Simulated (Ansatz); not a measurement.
`C#[C][GaH2]` + H–F → `[F][GaH2]` + `C#C`  (ligand exchange at a Ga–C bond)

Gas-phase electronic energies from Ansatz, PBE0-D4/def2-TZVP geometries. CCSD(T)/CBS adds triple-zeta CCSD(T) − MP2 to the extrapolated MP2 energy (def2 sets, frozen cores). This one scheme is used for every species. Functionals use def2-TZVPP. B3LYP here is the variant with VWN-RPA as its local correlation; programs differ in this. HSE06 is defined as in plane-wave codes. For Ga outer-core shells are correlated without core-valence functions, which leaves a few kJ/mol of doubt a bond. Scalar relativity is left out up to krypton.

`C#[C][GaH2]`:

Cartesian coordinates in Å:
```
C 0.926 -1.230 -0.993
C 0.313 -0.418 -0.338
Ga -0.655 0.868 0.701
H 1.466 -1.945 -1.570
H -1.605 1.853 -0.048
H -0.446 0.871 2.247
```

H–F:

```xyz
2

F     0.022    0.249   -0.386
H    -0.022   -0.249    0.386
```

`[F][GaH2]`:

Cartesian coordinates in Å:
```
F 0.887 -1.281 0.489
Ga -0.068 0.099 -0.038
H 0.533 1.473 0.374
H -1.352 -0.291 -0.825
```

`C#C`:

Cartesian coordinates in Å:
```
C 0.370 0.306 0.357
C -0.370 -0.306 -0.357
H 1.030 0.850 0.992
H -1.030 -0.850 -0.992
```

```json
{"level": "LDA (SPW92)", "ΔE (kcal/mol)": "-13.6", "difference from CCSD(T)/CBS": "-1.4"}
{"level": "PBE-D4", "ΔE (kcal/mol)": "-14.0", "difference from CCSD(T)/CBS": "-1.8"}
{"level": "revPBE-D4", "ΔE (kcal/mol)": "-13.5", "difference from CCSD(T)/CBS": "-1.3"}
{"level": "BLYP-D4", "ΔE (kcal/mol)": "-16.1", "difference from CCSD(T)/CBS": "-3.9"}
{"level": "r2SCAN-D4", "ΔE (kcal/mol)": "-15.1", "difference from CCSD(T)/CBS": "-2.9"}
{"level": "B97M-V", "ΔE (kcal/mol)": "-15.8", "difference from CCSD(T)/CBS": "-3.6"}
{"level": "PBE0-D4", "ΔE (kcal/mol)": "-12.9", "difference from CCSD(T)/CBS": "-0.7"}
{"level": "B3LYP-D4", "ΔE (kcal/mol)": "-15.3", "difference from CCSD(T)/CBS": "-3.1"}
{"level": "r2SCANh-D4", "ΔE (kcal/mol)": "-14.6", "difference from CCSD(T)/CBS": "-2.4"}
{"level": "r2SCAN0-D4", "ΔE (kcal/mol)": "-14.0", "difference from CCSD(T)/CBS": "-1.8"}
{"level": "BHLYP-D4", "ΔE (kcal/mol)": "-14.9", "difference from CCSD(T)/CBS": "-2.7"}
{"level": "CAM-B3LYP-D4", "ΔE (kcal/mol)": "-16.2", "difference from CCSD(T)/CBS": "-4.0"}
{"level": "ωB97X-V", "ΔE (kcal/mol)": "-15.4", "difference from CCSD(T)/CBS": "-3.2"}
{"level": "PBE-QIDH", "ΔE (kcal/mol)": "-12.7", "difference from CCSD(T)/CBS": "-0.5"}
{"level": "PBE", "ΔE (kcal/mol)": "-14.7", "difference from CCSD(T)/CBS": "-2.5"}
{"level": "revPBE", "ΔE (kcal/mol)": "-14.8", "difference from CCSD(T)/CBS": "-2.6"}
{"level": "BLYP", "ΔE (kcal/mol)": "-17.5", "difference from CCSD(T)/CBS": "-5.3"}
{"level": "r2SCAN", "ΔE (kcal/mol)": "-15.2", "difference from CCSD(T)/CBS": "-3.0"}
{"level": "PBE0", "ΔE (kcal/mol)": "-13.6", "difference from CCSD(T)/CBS": "-1.4"}
{"level": "B3LYP", "ΔE (kcal/mol)": "-16.4", "difference from CCSD(T)/CBS": "-4.2"}
{"level": "r2SCANh", "ΔE (kcal/mol)": "-14.8", "difference from CCSD(T)/CBS": "-2.6"}
{"level": "HSE06", "ΔE (kcal/mol)": "-13.5", "difference from CCSD(T)/CBS": "-1.3"}
{"level": "BHLYP", "ΔE (kcal/mol)": "-16.1", "difference from CCSD(T)/CBS": "-3.9"}
{"level": "CAM-B3LYP", "ΔE (kcal/mol)": "-16.9", "difference from CCSD(T)/CBS": "-4.7"}
{"level": "LC-ωPBE", "ΔE (kcal/mol)": "-15.3", "difference from CCSD(T)/CBS": "-3.1"}
{"level": "RPA@PBE/def2-TZVPP", "ΔE (kcal/mol)": "-12.4", "difference from CCSD(T)/CBS": "-0.2"}
{"level": "HF/def2-SVP", "ΔE (kcal/mol)": "-17.7", "difference from CCSD(T)/CBS": "-5.5"}
{"level": "MP2/def2-SVP", "ΔE (kcal/mol)": "-16.6", "difference from CCSD(T)/CBS": "-4.4"}
{"level": "CCSD/def2-SVP", "ΔE (kcal/mol)": "-17.4", "difference from CCSD(T)/CBS": "-5.2"}
{"level": "CCSD(T)/def2-SVP", "ΔE (kcal/mol)": "-16.9", "difference from CCSD(T)/CBS": "-4.7"}
{"level": "HF/def2-TZVPP", "ΔE (kcal/mol)": "-16.3", "difference from CCSD(T)/CBS": "-4.1"}
{"level": "MP2/def2-TZVPP", "ΔE (kcal/mol)": "-12.0", "difference from CCSD(T)/CBS": "0.2"}
{"level": "CCSD/def2-TZVPP", "ΔE (kcal/mol)": "-13.1", "difference from CCSD(T)/CBS": "-0.9"}
{"level": "CCSD(T)/def2-TZVPP", "ΔE (kcal/mol)": "-12.6", "difference from CCSD(T)/CBS": "-0.4"}
{"level": "HF/def2-QZVPP", "ΔE (kcal/mol)": "-16.8", "difference from CCSD(T)/CBS": "-4.6"}
{"level": "MP2/def2-QZVPP", "ΔE (kcal/mol)": "-11.9", "difference from CCSD(T)/CBS": "0.3"}
{"level": "SCS-MP2/def2-QZVPP", "ΔE (kcal/mol)": "-13.4", "difference from CCSD(T)/CBS": "-1.2"}
{"level": "HF/CBS(def2)", "ΔE (kcal/mol)": "-16.8", "difference from CCSD(T)/CBS": "-4.6"}
{"level": "MP2/CBS(def2)", "ΔE (kcal/mol)": "-11.6", "difference from CCSD(T)/CBS": "0.6"}
{"level": "CCSD/CBS(def2)", "ΔE (kcal/mol)": "-12.7", "difference from CCSD(T)/CBS": "-0.5"}
{"level": "CCSD(T)/CBS", "ΔE (kcal/mol)": "-12.2", "difference from CCSD(T)/CBS": "0"}
```

Largest T1 diagnostic among the species: 0.014.

In def2-TZVPP, CCSD(T) changes the Hartree–Fock value by +3.7 kcal/mol (the triples alone add +0.5 kcal/mol) and MP2 by +4.3 kcal/mol. At CCSD(T), def2-SVP lies −4.7 kcal/mol from the extrapolated value and def2-TZVPP −0.4 kcal/mol.
